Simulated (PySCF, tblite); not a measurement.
Isomers of C6H11FSi, one GFN2-xTB conformer each. Single-point energies are computed at PBE0/pcSseg-1 (PySCF, gas phase, no added dispersion term), electronic only.

Question: Rank them by PBE0/pcSseg-1 energy, lowest first (kcal/mol).
A. `[CH2:1]=[CH:2][CH2:3][C@@:4]1([CH2:5][F:6])[CH2:7][SiH2:8]1` with C1–C2–C3–C4 119°, C2–C3–C4–C5 -64°, C3–C4–C5–F6 -71°
B. `[CH2:1]=[CH:2][CH2:3][Si:4]1([CH2:5][F:6])[CH2:7][CH2:8]1` with C1–C2–C3–Si4 104°, C2–C3–Si4–C5 175°, C3–Si4–C5–F6 45°
C. `[CH3:1][SiH2:2][C@:3]12[CH2:4][C@H:5]([CH2:6]1)[C@@H:7]2[F:8]` with C1–Si2–C3–C4 180°

Answer: B (0.0), C (0.7), A (5.6).

Neighbours under 2.5 kcal/mol apart (C=CC[Si]1(CF)CC1 and C[SiH2][C@]12C[C@H](C1)[C@@H]2F) can change places with a better method, another conformer or zero-point energy. GFN2-xTB itself gives, in the same order: 31.6, 0.0, 11.0. GFN2-xTB puts C[SiH2][C@]12C[C@H](C1)[C@@H]2F lowest instead; measured from each level's own lowest isomer, the values differ by up to 31.6 kcal/mol (C=CC[Si]1(CF)CC1: 31.6 against 0.0).

Q: Which frontier levels, dipoles and rotational constants go with these structures?

A: 
```json
{"SMILES": "C=CC[Si]1(CF)CC1", "HOMO (eV, PBE0/pcSseg-1)": "-6.78", "LUMO (eV)": "0.11", "dipole (D)": "1.37", "A, B, C (MHz)": "2183, 1119, 843.0"}
{"SMILES": "C[SiH2][C@]12C[C@H](C1)[C@@H]2F", "HOMO (eV, PBE0/pcSseg-1)": "-7.78", "LUMO (eV)": "1.05", "dipole (D)": "1.18", "A, B, C (MHz)": "2594, 1379, 1096"}
{"SMILES": "C=CC[C@@]1(CF)C[SiH2]1", "HOMO (eV, PBE0/pcSseg-1)": "-6.86", "LUMO (eV)": "-0.02", "dipole (D)": "1.74", "A, B, C (MHz)": "2355, 1202, 935.8"}
```

Q: What happens when harmonic zero-point energies from GFN2-xTB frequencies are added?

A: 
| SMILES | ZPE (kcal/mol) | electronic (kcal/mol) | with ZPE (kcal/mol) |
| --- | --- | --- | --- |
| C=CC[Si]1(CF)CC1 | 95.4 | 0.0 | 0.1 |
| C[SiH2][C@]12C[C@H](C1)[C@@H]2F | 94.6 | 0.7 | 0.0 |
| C=CC[C@@]1(CF)C[SiH2]1 | 93.3 | 5.6 | 3.6 |

The zero-point energies span 2.1 kcal/mol. C[SiH2][C@]12C[C@H](C1)[C@@H]2F becomes the lowest.

Q: As an exercise, what shares would exp(−E/RT) give at 2000 K from these electronic energies alone (no entropy, no degeneracies)?

A: RT = 3.974 kcal/mol: C=CC[Si]1(CF)CC1 48.2 %, C[SiH2][C@]12C[C@H](C1)[C@@H]2F 40.0 %, C=CC[C@@]1(CF)C[SiH2]1 11.8 %.
